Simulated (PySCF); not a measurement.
A calculated (PBE0, PySCF 2.14, aug-cc-pVDZ-DK, the spin-free X2C one-electron Hamiltonian (Gaussian nucleus)) atom or ion has these occupied shells.

```
shell  electrons  orbital energy (eV)  rms radius, mean of both spins (bohr)
 1s α          1              -45.077                                  0.887
```

Problem. Name the element and its charge.

Solution. He⁺ (helium, charge +1), in 1s1, 2S determinant.
